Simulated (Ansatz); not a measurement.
`CC(Cl)BS` + `S=[CH][GeH3]` → `S=CBS` + `C[CH](Cl)[GeH3]`  (redistribution)

Gas-phase electronic energies from Ansatz, PBE0-D4/def2-TZVP geometries. CBS: MP2 limit from def2 TZ/QZ plus the TZ coupled-cluster correction, frozen cores. This one scheme is used for every species. Functionals use def2-TZVPP. B3LYP here is the variant with VWN-RPA as its local correlation; programs differ in this. For Ge outer-core shells are correlated without core-valence functions, which leaves a few kJ/mol of doubt a bond. Scalar relativity is left out up to krypton. One conformer a species, not always the lowest.

```json
{"level": "PBE-D4", "ΔE (kJ/mol)": "-11.7", "difference from CCSD(T)/CBS": "-0.9"}
{"level": "r2SCAN-D4", "ΔE (kJ/mol)": "-9.3", "difference from CCSD(T)/CBS": "1.5"}
{"level": "PBE0-D4", "ΔE (kJ/mol)": "-9.5", "difference from CCSD(T)/CBS": "1.3"}
{"level": "B3LYP-D4", "ΔE (kJ/mol)": "-8.9", "difference from CCSD(T)/CBS": "1.9"}
{"level": "ωB97X-V", "ΔE (kJ/mol)": "-6.7", "difference from CCSD(T)/CBS": "4.1"}
{"level": "ωB97M-V", "ΔE (kJ/mol)": "-7.1", "difference from CCSD(T)/CBS": "3.7"}
{"level": "B2PLYP", "ΔE (kJ/mol)": "-8.5", "difference from CCSD(T)/CBS": "2.3"}
{"level": "PBE", "ΔE (kJ/mol)": "-11.3", "difference from CCSD(T)/CBS": "-0.5"}
{"level": "r2SCAN", "ΔE (kJ/mol)": "-9.4", "difference from CCSD(T)/CBS": "1.4"}
{"level": "PBE0", "ΔE (kJ/mol)": "-9.3", "difference from CCSD(T)/CBS": "1.5"}
{"level": "B3LYP", "ΔE (kJ/mol)": "-7.9", "difference from CCSD(T)/CBS": "2.9"}
{"level": "HF/def2-TZVPP", "ΔE (kJ/mol)": "1.0", "difference from CCSD(T)/CBS": "11.8"}
{"level": "MP2/def2-TZVPP", "ΔE (kJ/mol)": "-10.6", "difference from CCSD(T)/CBS": "0.2"}
{"level": "SCS-MP2/def2-TZVPP", "ΔE (kJ/mol)": "-8.6", "difference from CCSD(T)/CBS": "2.2"}
{"level": "CCSD/def2-TZVPP", "ΔE (kJ/mol)": "-6.4", "difference from CCSD(T)/CBS": "4.4"}
{"level": "CCSD(T)/def2-TZVPP", "ΔE (kJ/mol)": "-8.3", "difference from CCSD(T)/CBS": "2.5"}
{"level": "HF/def2-QZVPP", "ΔE (kJ/mol)": "1.4", "difference from CCSD(T)/CBS": "12.2"}
{"level": "MP2/def2-QZVPP", "ΔE (kJ/mol)": "-11.8", "difference from CCSD(T)/CBS": "-1.0"}
{"level": "SCS-MP2/def2-QZVPP", "ΔE (kJ/mol)": "-9.7", "difference from CCSD(T)/CBS": "1.1"}
{"level": "HF/CBS(def2)", "ΔE (kJ/mol)": "1.5", "difference from CCSD(T)/CBS": "12.3"}
{"level": "MP2/CBS(def2)", "ΔE (kJ/mol)": "-13.0", "difference from CCSD(T)/CBS": "-2.2"}
{"level": "CCSD/CBS(def2)", "ΔE (kJ/mol)": "-8.9", "difference from CCSD(T)/CBS": "1.9"}
{"level": "CCSD(T)/CBS", "ΔE (kJ/mol)": "-10.8", "difference from CCSD(T)/CBS": "0"}
```

Largest T1 diagnostic among the species: 0.017.

In def2-TZVPP, CCSD(T) changes the Hartree–Fock value by −9.3 kJ/mol (the triples alone add −1.9 kJ/mol) and MP2 by −11.6 kJ/mol.
